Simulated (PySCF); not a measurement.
C3H9NSe, SMILES CC([Se]N)C.

The structure is a stationary point at PBE0-D3(BJ)/def2-SVP. The values are those of a single conformer.

Two levels are set side by side: TDDFT-PBE/def2-SVPD (PySCF) and TDDFT-B3LYP/def2-SVPD (PySCF). Vertical, same geometry. The lowest singlet is HOMO→LUMO 99 % with PBE and HOMO→LUMO 96 % with the other functional; states are paired by order. Differences are taken from unrounded values.

| quantity | TDDFT-B3LYP |
|---|---|
| lowest singlet excitation (eV) | 4.50 |
| lowest triplet excitation (TDA) (eV) | 3.96 |

What does TDDFT-PBE give, and how far is it from TDDFT-B3LYP? (An estimate is asked for; the answer gives what the named calculation found.)


| quantity | TDDFT-PBE | TDDFT-PBE minus TDDFT-B3LYP |
|---|---|---|
| lowest singlet excitation (eV) | 4.25 | -0.25 |
| lowest triplet excitation (TDA) (eV) | 3.76 | -0.20 |

Functionals without exact exchange tend to place singlet excitations lower, as here. Differences between two approximate levels are no errors against the true value.

Rough cost on one machine, each run with all the roots and properties that it gave: TDDFT-B3LYP against TDDFT-PBE about 4 times.
